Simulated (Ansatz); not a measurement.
Gas-phase electronic energies from Ansatz, PBE0-D4/def2-TZVP geometries. CBS: MP2 limit from def2 TZ/QZ plus the TZ coupled-cluster correction, frozen cores. DFT in def2-TZVPP. For Ga outer-core shells are correlated without core-valence functions, which leaves a few kJ/mol of doubt a bond. Scalar relativity is left out up to krypton. One conformer a species, not always the lowest.

Consider the ligand exchange at the Si–C bond: `FC(F)(Cl)C[SiH3]` + `[OH][Ga]([OH])[Cl]` → `[OH][Ga]([Cl])[O][SiH3]` + `CC(F)(F)Cl`.

| level | ΔE (kJ/mol) |
| --- | --- |
| ωB97X-V | -108.2 |
| MP2/def2-QZVPP | -112.1 |

**Question.** What does CCSD(T)/CBS give? (An estimate is asked.)

**Answer.** Computed: -109.9 kJ/mol. The listed levels differ from it by 1.7, -2.2 kJ/mol.

Largest T1 diagnostic among the species: 0.013.

From PBE to PBE0 (25 % exact exchange), in def2-TZVPP and without D4, ΔE moves by −7.1 kJ/mol. In def2-TZVPP, CCSD(T) changes the Hartree–Fock value by +25.5 kJ/mol (the triples alone add +3.5 kJ/mol) and MP2 by +24.1 kJ/mol.
